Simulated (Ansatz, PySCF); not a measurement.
Barrier from R1 to the saddle point P1, each structure at its B3LYP-D3(BJ)/def2-TZVP stationary point, reached from a drawn start; harmonic modes at that level show the others as minima.
R1, F3Si (SMILES F[Si](F)F) (charge 0, multiplicity 2):
```xyz
4

Si     0.000     0.000     0.427
F      1.483     0.000    -0.142
F     -0.742     1.284    -0.142
F     -0.742    -1.284    -0.142
```
P1, F3Si, a first-order saddle point (one imaginary mode, 700i cm⁻¹) (charge 0, multiplicity 2):
```xyz
4

Si     0.000     0.000     0.000
F      1.605     0.000     0.000
F     -0.803     1.390     0.000
F     -0.803    -1.390     0.000
```

P less R. No zero-point or thermal terms; open shells are unrestricted. No path was followed down from the saddle.

Frozen-core correlation throughout.

Run with Ansatz (a program for electronic structure); PySCF for the D3/D4 terms. Each number belongs to the level named beside it.

| level | barrier height (kJ/mol) |
|---|---|
| BLYP/def2-TZVPP | 115.5 |
| revPBE/def2-TZVPP | 120.0 |
| revPBE-D3(BJ)/def2-TZVPP | 120.5 |
| BHLYP-D3(BJ)/def2-TZVPP | 167.1 |
| wB97X-V/def2-TZVPP | 151.6 |
| B2PLYP/def2-TZVPP | 148.3 |
| B2PLYP-D3(BJ)/def2-TZVPP | 148.4 |
| MP2/cc-pV(T+d)Z | 163.7 |
| MP2/cc-pV(Q+d)Z | … |

Q: What belongs in the gaps?

A: 
- MP2/cc-pV(Q+d)Z, barrier height (kJ/mol): 161.1
